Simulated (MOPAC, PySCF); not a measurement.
Constitutional and geometric isomers with formula C3H10Si. Isolated molecules, 0 K electronic values unless said otherwise. One relaxed conformer stands for each flexible species; it need not be the lowest. Strings in code marks are SMILES.

Quantity: electronic energy of isomers of C3H10Si relative to `C[SiH](C)C`, in kJ/mol. Semi-empirical values (MOPAC) are differences of heats of formation.

Level 1: M06-2X/6-31G* // B3LYP-D3(BJ)/def2-TZVP (PySCF)
Level 2: PBE/6-31G* // B3LYP-D3(BJ)/def2-TZVP (PySCF)
Level 3: SVWN5/6-31G* // B3LYP-D3(BJ)/def2-TZVP (PySCF)
Level 4: PM6 // B3LYP-D3(BJ)/def2-TZVP (MOPAC)

```
species                              level 1  level 2  level 3  level 4
-----------------------------------  -------  -------  -------  -------
`CC(C)[SiH3]`                           85.6     83.7     77.0     92.5
`CCC[SiH3]` (C–C–C–Si torsion 180°)     82.8     78.5     74.5     87.4
`CC[SiH2]C` (C–C–Si–C torsion 180°)     47.6     44.9     44.2     44.8
```
